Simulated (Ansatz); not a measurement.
Calculated with Ansatz (gas phase, PBE0-D4/def2-TZVP geometries, no zero-point term in ΔE). CCSD(T)/CBS adds triple-zeta CCSD(T) − MP2 to the extrapolated MP2 energy (def2 sets, frozen cores). This one scheme is used for every species. Functionals use def2-TZVPP. B3LYP here is the variant with VWN-RPA as its local correlation; programs differ in this. Elements past krypton have def2 core potentials. For Se, Zr outer-core shells are correlated without core-valence functions, which leaves a few kJ/mol of doubt a bond. Scalar relativity is left out up to krypton. One conformer a species, not always the lowest.

`C[O][Zr]([Cl])([Cl])[Cl]` + H₂Se → `[Cl][Zr]([Cl])([Cl])[SeH]` + CH₃OH  (ligand exchange at a Zr–O bond)

```json
{"level": "PBE-D4", "ΔE (kJ/mol)": "55.5", "difference from CCSD(T)/CBS": "-0.4"}
{"level": "revPBE-D4", "ΔE (kJ/mol)": "56.7", "difference from CCSD(T)/CBS": "0.8"}
{"level": "PBE0-D4", "ΔE (kJ/mol)": "54.5", "difference from CCSD(T)/CBS": "-1.4"}
{"level": "B3LYP-D4", "ΔE (kJ/mol)": "64.0", "difference from CCSD(T)/CBS": "8.1"}
{"level": "r2SCANh-D4", "ΔE (kJ/mol)": "58.3", "difference from CCSD(T)/CBS": "2.4"}
{"level": "r2SCAN0-D4", "ΔE (kJ/mol)": "57.0", "difference from CCSD(T)/CBS": "1.1"}
{"level": "BHLYP-D4", "ΔE (kJ/mol)": "63.1", "difference from CCSD(T)/CBS": "7.2"}
{"level": "ωB97M-V", "ΔE (kJ/mol)": "64.9", "difference from CCSD(T)/CBS": "9.0"}
{"level": "PBE", "ΔE (kJ/mol)": "56.8", "difference from CCSD(T)/CBS": "0.9"}
{"level": "r2SCANh", "ΔE (kJ/mol)": "58.2", "difference from CCSD(T)/CBS": "2.3"}
{"level": "BHLYP", "ΔE (kJ/mol)": "68.0", "difference from CCSD(T)/CBS": "12.1"}
{"level": "MP2/def2-SVP", "ΔE (kJ/mol)": "80.7", "difference from CCSD(T)/CBS": "24.8"}
{"level": "MP2/def2-TZVPP", "ΔE (kJ/mol)": "55.7", "difference from CCSD(T)/CBS": "-0.2"}
{"level": "CCSD(T)/def2-TZVPP", "ΔE (kJ/mol)": "61.4", "difference from CCSD(T)/CBS": "5.5"}
{"level": "MP2/def2-QZVPP", "ΔE (kJ/mol)": "52.6", "difference from CCSD(T)/CBS": "-3.3"}
{"level": "SCS-MP2/def2-QZVPP", "ΔE (kJ/mol)": "59.8", "difference from CCSD(T)/CBS": "3.9"}
{"level": "CCSD(T)/CBS", "ΔE (kJ/mol)": "55.9", "difference from CCSD(T)/CBS": "0"}
```

Largest T1 diagnostic among the species: 0.016.

Leaving LDA and LC-ωPBE aside and taking each functional with its dispersion term where it has one, the values, not all of them listed here, spread over 21.0 kJ/mol, from HSE06-D4 to CAM-B3LYP-D4. LDA lies +3.1 kJ/mol from PBE without D4. In def2-TZVPP, CCSD(T) changes the Hartree–Fock value by −11.1 kJ/mol (the triples alone add −3.4 kJ/mol) and MP2 by −16.8 kJ/mol. At CCSD(T), def2-SVP lies +29.1 kJ/mol from the extrapolated value and def2-TZVPP +5.5 kJ/mol.

CCSD(T)/CBS has its own doubt, a few kJ/mol and more with outer-core shells, so smaller differences from it don't rank the levels.
